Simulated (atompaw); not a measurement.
Rb: PAW (atompaw) pseudisation with LDA (PW92), scalar-relativistic reference atom.

rubidium (Rb), PAW, made with atompaw 4.2.0.5 (LDA (PW92), scalar-relativistic). Core [Ar] 3d10, reference 4s2 4p6 4d0 5s0 5p0 (charge +1). Waves: 4s (bound); 5s (bound, empty); 4p (bound); 5p (bound, empty); 4d (bound, empty); 4d channel at 0.2 Ry. Local part: vpsmatchnc scheme with l = 3 at 0 Ry, radius 2.25 bohr. Core correction: smooth core density matched at 2.05 bohr. Augmentation charge: sinc compensation charge, radius 2.35 bohr; PAW radius 3.00 bohr; waves and projectors: bloechl.

What the tests gave:

```json
{"Cutoffs needed": "60 Ry and 80 Ry (the cutoffs (Ry, on a coarse ladder) from which the occupation-weighted sum of valence levels, in a spherical-Bessel basis at the reference potential, stays within 10 and 1 mRy of its value at 400 Ry)", "Ghost test": "no extra level below or beside the all-electron valence levels (s, p, d, f tested) (spherical-Bessel basis up to 400 Ry, 20 bohr box)", "Lowest eigenvalue of the overlap operator": "0.02 (d channel)", "Overlap eigenvalues printed by atompaw (projector basis)": "0.00587, 0.0429, 0.141, 1.01, 2.9, 5.82", "Warning": "the pseudo core plus compensation charge is negative at some radii, so no UPF file was written", "Share of each valence orbital outside the PAW sphere": "4s 1 %, 5s 81 %, 4p 4 %, 5p 93 %, 4d 56 %"}
```

Generation and tests took about 3.9 s on one core of a shared server CPU.
